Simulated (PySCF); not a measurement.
## I⁺: ionisation energy

I⁺ [Kr] 4d10 5s2 5p4 (3P) → I²⁺ [Kr] 4d10 5s2 5p3 (4S), as a difference of total energies. Computed with PySCF 2.14 in def2-SVP with the def2 core potential (28 electrons) (4s4p2d, 26 functions), with a scalar-relativistic core potential. Correlated levels: valence: 4s2 4p6 4d10 frozen. The calculations carry no spin-orbit coupling.

| method | ionisation energy (eV) |
| --- | --- |
| UHF | 17.638 |
| r2SCAN | 18.730 |
| M06-2X | 18.401 |
| MP2 (valence) | 17.992 |
| SCS-MP2 (valence) | 18.002 |
| CCSD (valence) | 18.017 |
| CCSD(T) (valence) | 18.023 |

Errors of the correlated levels include the incompleteness of this basis and the frozen core.

Question: Which method comes closest to the reference value, and which is furthest?

Answer: The reference is 18.750 eV (measured; NIST levels, between the centres of gravity of the two terms). Closest: r2SCAN (error -0.020 eV); furthest: UHF (error -1.112 eV).
